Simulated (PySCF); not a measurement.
PySCF input file for germylmethylsilane (CH8GeSi), SMILES [SiH3][CH2][GeH3], TDDFT-LC-ωPBE/def2-SVPD. Coordinates come from a B3LYP-D3(BJ)/def2-SVP optimisation.

```python
import numpy as np
from pyscf import gto, scf, dft, tdscf

mol = gto.M(
    atom='''
    Si   -0.20466438    2.10329120   -0.00000000
    C     0.88528923    0.56527149    0.00000000
    Ge   -0.09152964   -1.14893176    0.00000000
    H     0.62297741    3.34673314   -0.00000000
    H    -1.07826991    2.11755646   -1.21050691
    H    -1.07826989    2.11755645    1.21050692
    H     1.54098731    0.58218385    0.88658146
    H     1.54098731    0.58218384   -0.88658148
    H    -0.98482781   -1.24447808   -1.25489562
    H    -0.98482780   -1.24447807    1.25489562
    H     0.90375784   -2.32914714   -0.00000000
    ''',
    basis='def2-SVPD',
    charge=0,
    spin=0,
    symmetry=True,
    max_memory=1600,
    verbose=4,
)
mf = dft.RKS(mol, xc='lc_wpbe').density_fit(auxbasis='def2-universal-jkfit')
mf.grids.level = 3
mf.conv_tol = 1e-9
mf.max_cycle = 100
mf.kernel()
mf.grids = dft.Grids(mol).set(level=1).build(with_non0tab=True)  # coarser grid for the response kernel
td = tdscf.TDDFT(mf)
td.singlet = True
td.nstates = 10
td.conv_tol = 1e-4
td.positive_eig_threshold = 1e-6
td.kernel(x0=td.get_init_guess(mf, 15))
td.analyze()
tt = tdscf.TDA(mf)
tt.singlet = False
tt.nstates = 4
tt.conv_tol = 1e-4
tt.positive_eig_threshold = 1e-6
tt.kernel(x0=tt.get_init_guess(mf, 9))
tt.analyze(verbose=3)
```

Output:

```
PySCF version 2.14.0

[INPUT] verbose = 4
[INPUT] num. atoms = 11
[INPUT] num. electrons = 60
[INPUT] charge = 0
[INPUT] spin (= nelec alpha-beta = 2S) = 0
[INPUT] symmetry True subgroup None
[INPUT] Mole.unit = angstrom
[INPUT] Symbol           X                Y                Z      unit          X                Y                Z       unit  Magmom
[INPUT]  1 Si    -0.204664380000   2.103291200000   0.000000000000 AA   -0.386759625654   3.974644328208   0.000000000000 Bohr   0.0
[INPUT]  2 C      0.885289230000   0.565271490000   0.000000000000 AA    1.672954185727   1.068208302125   0.000000000000 Bohr   0.0
[INPUT]  3 Ge    -0.091529640000  -1.148931760000   0.000000000000 AA   -0.172965951880  -2.171166362215   0.000000000000 Bohr   0.0
[INPUT]  4 H      0.622977410000   3.346733140000   0.000000000000 AA    1.177256686691   6.324409046606   0.000000000000 Bohr   0.0
[INPUT]  5 H     -1.078269910000   2.117556460000  -1.210506910000 AA   -2.037634818259   4.001601762704  -2.287526531794 Bohr   0.0
[INPUT]  6 H     -1.078269890000   2.117556450000   1.210506920000 AA   -2.037634780465   4.001601743806   2.287526550691 Bohr   0.0
[INPUT]  7 H      1.540987310000   0.582183850000   0.886581460000 AA    2.912043977330   1.100168030645   1.675396146517 Bohr   0.0
[INPUT]  8 H      1.540987310000   0.582183840000  -0.886581480000 AA    2.912043977330   1.100168011748  -1.675396184312 Bohr   0.0
[INPUT]  9 H     -0.984827810000  -1.244478080000  -1.254895620000 AA   -1.861054840755  -2.351722739225  -2.371409036716 Bohr   0.0
[INPUT] 10 H     -0.984827800000  -1.244478070000   1.254895620000 AA   -1.861054821858  -2.351722720327   2.371409036716 Bohr   0.0
[INPUT] 11 H      0.903757840000  -2.329147140000   0.000000000000 AA    1.707854800528  -4.401450198414   0.000000000000 Bohr   0.0

nuclear repulsion = 250.864423911862
point group symmetry = Cs
symmetry origin: [ 1.25981744e-09 -4.09440643e-09 -3.14954359e-10]
symmetry axis x: [ 1.00000000e+00  9.12438121e-10 -5.96180602e-10]
symmetry axis y: [ 9.12438121e-10 -1.00000000e+00 -1.47419893e-10]
symmetry axis z: [ 5.96180602e-10 -1.47419885e-10  1.00000000e+00]
num. orbitals of irrep A' = 93
num. orbitals of irrep A" = 53
number of shells = 64
number of NR pGTOs = 232
number of NR cGTOs = 146
basis = def2-SVPD
ecp = {}


[settings echo left out]
init E= -2407.76688374628
HOMO (A') = -0.341537840490676  LUMO (A') = 0.0239140917513256  gap/eV = 9.94445
cycle= 1 E= -2408.61042517085  delta_E= -0.844  |g|= 0.439  |ddm|= 3.28
HOMO (A') = -0.417786979754691  LUMO (A') = 0.0620814773435141  gap/eV = 13.05789
cycle= 2 E= -2408.6264501688  delta_E= -0.016  |g|= 0.386  |ddm|= 0.608
HOMO (A') = -0.417968243321051  LUMO (A') = 0.0667323915970264  gap/eV = 13.18938
cycle= 3 E= -2408.64067068359  delta_E= -0.0142  |g|= 0.0277  |ddm|= 0.285
HOMO (A') = -0.413757259874925  LUMO (A') = 0.0691833800772415  gap/eV = 13.14148
cycle= 4 E= -2408.64099018436  delta_E= -0.00032  |g|= 0.00667  |ddm|= 0.136
HOMO (A') = -0.414377277963848  LUMO (A') = 0.0690752128010139  gap/eV = 13.15541
cycle= 5 E= -2408.64100560798  delta_E= -1.54e-05  |g|= 0.00162  |ddm|= 0.0278
HOMO (A') = -0.414904920226149  LUMO (A') = 0.0690010745592624  gap/eV = 13.16775
cycle= 6 E= -2408.64100652492  delta_E= -9.17e-07  |g|= 0.000697  |ddm|= 0.00557
HOMO (A') = -0.414793670188822  LUMO (A') = 0.0690151349168202  gap/eV = 13.16511
cycle= 7 E= -2408.64100670522  delta_E= -1.8e-07  |g|= 0.000129  |ddm|= 0.00198
HOMO (A') = -0.414808363535958  LUMO (A') = 0.0690141902672905  gap/eV = 13.16548
cycle= 8 E= -2408.64100671549  delta_E= -1.03e-08  |g|= 2.82e-05  |ddm|= 0.000429
HOMO (A') = -0.414808933796088  LUMO (A') = 0.0690141530555586  gap/eV = 13.16550
cycle= 9 E= -2408.64100671606  delta_E= -5.66e-10  |g|= 4.32e-06  |ddm|= 0.000103
HOMO (A') = -0.414809350750252  LUMO (A') = 0.0690139231915734  gap/eV = 13.16550
Extra cycle  E= -2408.64100671607  delta_E= -1.05e-11  |g|= 2.09e-06  |ddm|= 1.62e-05
converged SCF energy = -2408.64100671607
tot grids = 38784
Overwritten attributes  positive_eig_threshold  of <class 'pyscf.tdscf.rks.TDDFT'>


******** <class 'pyscf.tdscf.rks.TDDFT'> for <class 'pyscf.df.df_jk.DFSymAdaptedRKS'> ********
nstates = 10 singlet
deg_eia_thresh = 1.000e-03
wfnsym = None
conv_tol = 0.0001
eigh lindep = 1e-12
eigh level_shift = 0
eigh max_cycle = 100


Excitation energies (eV)
[8.39832197 8.76720705 8.87324536 9.0721031  9.08331079 9.09424038
 9.1920367  9.24057531 9.29526893 9.33709468]

** Singlet excitation energies and oscillator strengths **
Excited State   1:   A'      8.39832 eV    147.63 nm  f=0.0565
      30 -> 31        0.50125
      30 -> 32       -0.43468
      30 -> 33       -0.14005
Excited State   2:  ???      8.76721 eV    141.42 nm  f=0.0034
      26 -> 37       -0.16967
      29 -> 31       -0.49734
      29 -> 32        0.36975
      29 -> 33        0.12873
      29 -> 34        0.10136
      30 -> 37        0.11576
Excited State   3:  ???      8.87325 eV    139.73 nm  f=0.2453
      26 -> 32       -0.11345
      26 -> 34       -0.14012
      29 -> 31       -0.13548
      29 -> 32       -0.10013
      30 -> 31        0.32535
      30 -> 32        0.27897
      30 -> 33        0.10559
      30 -> 34       -0.39574
      30 -> 39       -0.14692
Excited State   4:  ???      9.07210 eV    136.67 nm  f=0.0366
      27 -> 37        0.12565
      28 -> 31        0.46203
      28 -> 32       -0.32591
      28 -> 33       -0.11820
      28 -> 34       -0.11544
      28 -> 37        0.21576
      28 -> 38        0.10013
      30 -> 35       -0.16897
Excited State   5:  ???      9.08331 eV    136.50 nm  f=0.0003
      27 -> 31       -0.42586
      27 -> 32        0.33085
      27 -> 33        0.13460
      27 -> 34        0.13381
      27 -> 37        0.20759
      27 -> 38       -0.20284
      28 -> 32       -0.13814
      28 -> 37       -0.14394
Excited State   6:  ???      9.09424 eV    136.33 nm  f=0.0796
      29 -> 32       -0.25885
      30 -> 31        0.22926
      30 -> 32        0.23501
      30 -> 34        0.48599
Excited State   7:  ???      9.19204 eV    134.88 nm  f=0.1118
      26 -> 31       -0.29792
      29 -> 31       -0.31018
      29 -> 32       -0.37775
      29 -> 34        0.16038
      30 -> 31       -0.15294
      30 -> 34       -0.13359
      30 -> 37       -0.10220
Excited State   8:  ???      9.24058 eV    134.17 nm  f=0.0148
      25 -> 36       -0.15730
      26 -> 36       -0.14249
      27 -> 32       -0.17248
      27 -> 34        0.20332
      27 -> 41       -0.10321
      28 -> 31       -0.23358
      29 -> 36        0.13703
      30 -> 35       -0.41427
      30 -> 36        0.26758
Excited State   9:  ???      9.29527 eV    133.38 nm  f=0.0587
      26 -> 35        0.11527
      27 -> 32        0.14871
      28 -> 31        0.28201
      28 -> 32        0.41903
      28 -> 34       -0.23626
      28 -> 37       -0.11818
      29 -> 35        0.20470
      30 -> 35       -0.15788
Excited State  10:  ???      9.33709 eV    132.79 nm  f=0.0619
      25 -> 34        0.10687
      26 -> 31        0.21709
      26 -> 32       -0.14880
      29 -> 34        0.51420
      29 -> 37        0.15803
      30 -> 32       -0.15928
      30 -> 33        0.11662

** Transition electric dipole moments (AU) **
state          X           Y           Z        Dip. S.      Osc.
  1        -0.0328     -0.5232     -0.0000      0.2748      0.0565
  2        -0.0937     -0.0846     -0.0000      0.0159      0.0034
  3        -0.1246      1.0549      0.0000      1.1284      0.2453
  4         0.0000     -0.0000     -0.4056      0.1645      0.0366
  5         0.0000     -0.0000     -0.0357      0.0013      0.0003
  6        -0.3173      0.5067      0.0000      0.3574      0.0796
  7        -0.6781     -0.1919      0.0000      0.4966      0.1118
  8        -0.0000      0.0000      0.2560      0.0656      0.0148
  9         0.0000     -0.0000     -0.5076      0.2577      0.0587
 10        -0.0542     -0.5173     -0.0000      0.2705      0.0619

** Transition velocity dipole moments (imaginary part, AU) **
state          X           Y           Z        Dip. S.      Osc.
  1        -0.0071     -0.1659      0.0000      0.0276      0.0595
  2        -0.0307     -0.0306     -0.0000      0.0019      0.0039
  3        -0.0398      0.3470     -0.0000      0.1220      0.2495
  4        -0.0000      0.0000     -0.1371      0.0188      0.0376
  5        -0.0000      0.0000     -0.0141      0.0002      0.0004
  6        -0.1106      0.1723     -0.0000      0.0419      0.0836
  7        -0.2334     -0.0638     -0.0000      0.0585      0.1155
  8        -0.0000      0.0000      0.0919      0.0084      0.0166
  9         0.0000     -0.0000     -0.1776      0.0316      0.0616
 10        -0.0183     -0.1804     -0.0000      0.0329      0.0639

** Transition magnetic dipole moments (imaginary part, AU) **
state          X           Y           Z
  1         0.0000      0.0000      1.9047
  2        -0.0000      0.0000      0.6183
  3        -0.0000      0.0000     -0.8260
  4        -1.2903      0.8742     -0.0000
  5         2.0912      0.7802     -0.0000
  6        -0.0000      0.0000     -0.2987
  7        -0.0000      0.0000      1.2403
  8         0.7726     -1.0849     -0.0000
  9        -0.3391     -1.1262      0.0000
 10        -0.0000      0.0000     -0.8111
Overwritten attributes  positive_eig_threshold  of <class 'pyscf.tdscf.rks.TDA'>


******** <class 'pyscf.tdscf.rks.TDA'> for <class 'pyscf.df.df_jk.DFSymAdaptedRKS'> ********
nstates = 4 triplet
deg_eia_thresh = 1.000e-03
wfnsym = None
conv_tol = 0.0001
eigh lindep = 1e-12
eigh level_shift = 0
eigh max_cycle = 100


Excitation energies (eV)
[7.81787659 7.93901887 8.17972067 8.18852381]

** Triplet excitation energies and oscillator strengths **
Excited State   1:   A'      7.81788 eV    158.59 nm  f=0.0000
Excited State   2:   A'      7.93902 eV    156.17 nm  f=0.0000
Excited State   3:   A"      8.17972 eV    151.58 nm  f=0.0000
Excited State   4:   A'      8.18852 eV    151.41 nm  f=0.0000
```

Self-consistency was reached.
